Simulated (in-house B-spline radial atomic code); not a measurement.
**Sb3+: [Kr] 4d10 5s2 (an excited or competing configuration)**

Method: Dirac-Hartree-Fock, average of configuration, Fermi nucleus of rms radius 4.6802 fm. Calculated with a B-spline radial code for spherical atoms.

Z_r = [3n² - l(l+1)]/(2<r>); Z_e = n√(-2ε); the last column is Slater's effective charge. Values are occupation-weighted means over j. An effective charge above Z reflects the relativistic contraction of the inner shells.

```tsv
shell	electrons	ε (eV)	<r> (bohr)	Z_r	Z_e	Slater
1s	2	-30698	0.02841	52.79	47.50	50.70
2s	2	-4790.5	0.122	49.17	37.53	46.85
2p	6	-4301.8	0.107	46.74	35.56	46.85
3s	2	-1003.8	0.3285	41.09	25.77	39.75
3p	6	-839.74	0.327	38.22	23.57	39.75
3d	10	-587.58	0.3044	34.49	19.71	29.85
4s	2	-205.92	0.7928	30.27	15.56	23.25
4p	6	-153.01	0.8544	26.92	13.41	23.25
4d	10	-73.392	1.015	20.69	9.29	11.85
5s	2	-41.895	2.071	18.11	8.77	7.35
```

The least bound orbital is 5s1/2 at -41.89 eV, and it is also the most diffuse (<r> = 2.071 bohr).

Spin-orbit splittings of the orbital energies (j = l + 1/2 above j = l - 1/2 when positive): 2p 252.9 eV, 3p 48 eV, 3d 9.835 eV, 4p 8.957 eV, 4d 1.347 eV.

For the 1s electron the small component carries 3.52 % of the norm, the zero-frequency Breit interaction raises the level by 72.2 eV, self-energy by 41.04 eV, and vacuum polarisation lowers it by 5.489 eV.
